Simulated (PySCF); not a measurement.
Species: C5H2FN3.
SMILES with atom numbers: `[N:1]#[C:2][c:3]1[n:4][cH:5][cH:6][n:7][c:8]1[F:9]` (hydrogens: H10 on C5; H11 on C6)

Structure optimised with GFN2-xTB, isolated species.

**Question.** What internal coordinates does the optimisation give?

**Answer.** 
```
  bond  length (Å)
 N1≡C2       1.144
 C2–C3       1.420
 C3–N4       1.330
 N4–C5       1.320
 C5–C6       1.391
 C6–N7       1.325
 N7–C8       1.311
 C8–F9       1.328
 C3–C8       1.407
C5–H10       1.080
C6–H11       1.080
```

A selection of angles:
```
    angle  degrees
 N1–C2–C3    178.0
 C2–C3–N4    119.2
 C2–C3–C8    121.4
 N4–C3–C8    119.4
 C3–N4–C5    118.2
 N4–C5–C6    121.6
N4–C5–H10    116.0
C6–C5–H10    122.4
 C5–C6–N7    121.0
C5–C6–H11    122.9
N7–C6–H11    116.1
 C6–N7–C8    117.4
 N7–C8–F9    116.7
 C3–C8–N7    122.5
 C3–C8–F9    120.7
```

The 3 C–C bonds span 1.391 Å (C5–C6, aromatic) to 1.420 Å (C2–C3, drawn single), a spread of 0.029 Å. The 6-membered ring C3–N4–C5–C6–N7–C8 has internal angles of 117.4° to 122.5°; it is planar, 0.00 Å rms from its mean plane, widest ring torsion 0°. The 9 heavy atoms lie in one plane (0.002 Å rms). The C–N distances run from 1.144 Å (N1≡C2, drawn triple) to 1.330 Å (C3–N4, aromatic), a spread of 0.186 Å.

Point group: Cs (every atom within 0.08 Å of its image). Whether it is a minimum is left open (no frequencies).

These are computed values.
